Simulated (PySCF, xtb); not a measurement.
C2H5ClOSi2, SMILES O[Si@@H]1[SiH2]C=C1Cl. The values are those of a single conformer.

Harmonic wavenumbers (cm⁻¹) from GFN2-xTB in xtb at its own minimum, in rising order: 111, 134, 164, 225, 286, 339, 371, 396, 415, 491, 504, 520, 616, 660, 760, 783, 803, 835, 860, 917, 1170, 1542, 2161, 2213, 2298, 3073, 3661.

### Question
What does B3LYP-D3(BJ)/def2-SVP (PySCF) give at its own minimum? (Estimate from the structure and the level; the computed values follow.)

### Answer
110, 138, 176, 237, 309, 359, 420, 438, 489, 532, 636, 673, 719, 773, 790, 853, 892, 902, 931, 963, 1177, 1546, 2201, 2209, 2256, 3155, 3868. Paired by order, the mean absolute difference is 57 cm⁻¹ and the zero-point energies are 37.6 and 39.7 kcal/mol.
